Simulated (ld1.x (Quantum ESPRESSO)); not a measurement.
**What one change does to a pseudopotential (tellurium, TM)**

```json
{
 "Element": "Te (Z = 52)",
 "Generator": "ld1.x (Quantum ESPRESSO) 7.5",
 "Type": "norm-conserving Troullier–Martins (Kleinman–Bylander form)",
 "Functional": "PBE",
 "Relativity": "fully relativistic",
 "Frozen core": "[Kr]",
 "Valence charge": "16",
 "Reference configuration": "4d10 5s2 5p4",
 "Partial waves": "5p (bound): rc 1.90 bohr; 4d (bound): rc 1.20 bohr; 5s (bound): rc 1.65 bohr",
 "Local potential": "the s channel",
 "Core correction": "Bessel-smoothed model core, default radius (core density twice the valence density)"
}
```

Open shells are filled in proportion to 2j + 1 (rel_dist='average').

All-electron outer shells of the reference configuration (PBE, scalar-relativistic, ld1.x):

| shell | level (eV) | outermost node (bohr) | outermost maximum (bohr) |
| --- | --- | --- | --- |
| 4s | -164.39 | 0.38 | 0.70 |
| 4p | -114.41 | 0.38 | 0.74 |
| 4d | -41.65 | 0.36 | 0.81 |
| 5s | -15.11 | 0.91 | 1.80 |
| 5p | -5.95 | 1.00 | 2.17 |

Change: wave 5p (bound): rc 1.90 bohr becomes 5p (bound): rc 1.74 bohr.

Cutoffs: the cutoffs (Ry, on a coarse ladder) from which the occupation-weighted sum of valence levels, in a spherical-Bessel basis at the reference potential, stays within 10 and 1 mRy of its value at 400 Ry; they do not see the model core or the augmentation charge, which bear on the density cutoff. Errors are all-electron minus pseudo energies relative to the spin-unpolarised reference configuration.

How do hardness, ghosts and transferability respond?

The potential gets neither clearly harder nor softer (110 Ry and 180 Ry → 110 Ry and 180 Ry); the d channel sets the loose cutoff, while the largest relative change is in p, which becomes harder; the number of tests with a reliable result goes from 6 to 7; of the 6 tests that both files solve, the error grows in 3 and shrinks in 0 by more than 15 % and 0.3 meV (median size 5.2 → 6.5 meV); neither file shows a bound ghost. That the errors move this way runs against the usual rule that smaller radii transfer better.

| quantity | base | changed |
| --- | --- | --- |
| cutoff, loose | 110 Ry | 110 Ry |
| cutoff, tight | 180 Ry | 180 Ry |
| loose cutoff by channel (10 mRy a level) | p 12 Ry, d 90 Ry, s 25 Ry | p 30 Ry, d 90 Ry, s 25 Ry |
| bound ghosts | none | none |
| tests with a reliable result | 6 of 7 | 7 of 7 |
| error for 4d10 5s2 5p3, meV [ΔE 9.75 eV] | +1.7 | +2.0 |
| error for 4d10 5s2 5p2, meV [ΔE 27.70 eV] | +7.6 | +8.8 |
| error for 4d10 5s2 5p1, meV [ΔE 54.63 eV] | +17 | +19 |
| error for 4d10 5s2 5p3.5, meV [ΔE 3.91 eV] | +0.4 | +0.5 |
| error for 4d9 5s2 5p5, meV [ΔE 38.20 eV] | -483 | -425 |
| error for 4d10 5s1 5p4, meV [ΔE 19.56 eV] | +2.7 | +4.1 |
